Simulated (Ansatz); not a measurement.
Two members of one family (Series GeH3X), computed with Ansatz in the gas phase. A negative affinity means that the extra electron isn't bound at that geometry and level; within about 0.2 eV of zero the sign isn't settled. Binding counts from free atoms in the multiplicity of their measured ground term, without zero-point energy. A dash marks a value that wasn't run or was left out as unsound. The structures are stationary points that may keep the symmetry of their start. Remarks come from the PBE and PBE0 runs and from stability tests at other levels; not every state was tested. A HOMO above zero means that the electron is unbound at that level and held by the basis, or that self-interaction error raises the level; the energy of removing that electron tells which.

First: GeFH3 (singlet, charge 0, PBE-D4/def2-TZVP geometry).

Cartesian coordinates in Å:
```
Ge -0.051 -0.061 -0.052
F 0.898 1.065 0.921
H 0.689 -0.192 -1.402
H -1.450 0.576 -0.204
H -0.086 -1.388 0.736
```

```csv
level,HOMO (eV),LUMO (eV),gap (eV),vertical EA (eV),binding per atom (eV)
PBE-D4/def2-SVP,-7.88,-0.87,7.01,–,2.88
PBE-D4/def2-TZVP,-8.14,-1.13,7.01,–,2.88
PBE-D4/def2-TZVPD,-8.19,-1.34,6.86,-1.01,2.88
PBE0-D4/def2-TZVPD,-9.72,-0.49,9.23,-1.12,2.84
r2SCAN0-D4/def2-TZVP,-9.96,0.00,9.96,–,2.84
```

Remarks: HOMO above zero (-1 doublet).

Second: GeBrH3 (singlet, charge 0, PBE-D4/def2-TZVP geometry).

Cartesian coordinates in Å:
```
Ge -0.039 0.109 -0.153
Br 0.436 -1.217 1.702
H 1.070 1.178 -0.246
H -1.424 0.746 0.083
H -0.042 -0.816 -1.387
```

Estimate how these quantities change from the first to the second (second minus first).


```tsv
level	Δ HOMO (eV)	Δ LUMO (eV)	Δ gap (eV)	Δ vertical EA (eV)	Δ binding per atom (eV)
PBE-D4/def2-SVP	1.10	-0.55	-1.64	–	-0.36
PBE-D4/def2-TZVP	1.16	-0.50	-1.67	–	-0.36
PBE-D4/def2-TZVPD	1.19	-0.43	-1.63	0.64	-0.36
PBE0-D4/def2-TZVPD	1.46	-0.44	-1.90	0.60	-0.32
r2SCAN0-D4/def2-TZVP	1.49	-0.57	-2.06	–	-0.30
```

Remarks: HOMO above zero (-1 doublet).
